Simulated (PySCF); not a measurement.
Correlation energy of W⁴⁶⁺ (tungsten, charge +46)

Starting occupation: [Ar] 3d10. Calculation: PySCF 2.14, in an even-tempered Gaussian basis (18 s from 3.9 bohr⁻², ratio 2.6; 15 p from 5 bohr⁻², ratio 2.6; 10 d from 5 bohr⁻², ratio 2.6; 5 f from 5.1 bohr⁻², ratio 2.8); X2C-1e with screened-nucleus spin-orbit coupling, Gaussian nucleus. Frozen: [Ar]; 10 electrons correlated; the 98 highest virtual spinors left out.

MP2 pair energies summed by pair of shells (mhartree):

```json
{"pair": "3d3/2-3d5/2", "energy": "-188.93", "share (%)": "49.7"}
{"pair": "3d5/2-3d5/2", "energy": "-133.68", "share (%)": "35.1"}
{"pair": "3d3/2-3d3/2", "energy": "-57.77", "share (%)": "15.2"}
```

Total MP2 correlation energy: -380.38 mhartree.

The virtual space was cut to 70 spinors, which keep -376.00 of the -380.38 mhartree of MP2 correlation.

| level | correlation energy (mhartree) |
| --- | --- |
| CCSD | -372.47 |
| (T) | -0.15 |
| CCSD(T) | -372.62 |

Diagnostics: T1 = 4.9e-05, largest double amplitude 0.005.

Question: Is a single reference adequate?

Answer: Yes: T1 lies below 0.03 and no double amplitude reaches 0.07.

At this charge the one-electron X2C treatment keeps the bare 1/r₁₂, with no two-electron picture change or Breit term. The effect here is smaller than on the frozen 1s shell.
